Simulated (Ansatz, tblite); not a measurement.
Forces on the cluster CoSi₃ at its PBE-D4/def2-SVP geometry. The state is a doublet with charge 0.

The xTB rows come from tblite. At r2SCAN-D4/def2-TZVP the charge 0 doublet is spin-contaminated (final ⟨S²⟩ up to 0.94, 0.75 for a pure state). The structure comes from a short search, and lower isomers may exist.

GFN1-xTB (tblite), largest force 1.81 eV/Å:

```xyz
4
positions Å, forces eV/Å
Co    0.116    1.020   -0.542    0.180    1.593   -0.846
Si    1.256    0.563    1.227    0.554   -0.262    0.886
Si   -0.125   -1.102    0.585   -0.063   -0.558    0.296
Si   -1.247   -0.481   -1.271   -0.671   -0.773   -0.337
```

GFN2-xTB (tblite), largest force 1.07 eV/Å:

```
Co 0.095 0.838 -0.445
Si 0.637 -0.056 0.853
Si -0.018 -0.164 0.087
Si -0.713 -0.618 -0.495
```

r2SCAN-D4/def2-TZVP (Ansatz), largest force 0.30 eV/Å:

```
Co 0.020 0.177 -0.094
Si -0.152 -0.255 -0.022
Si 0.025 0.225 -0.119
Si 0.106 -0.147 0.236
```
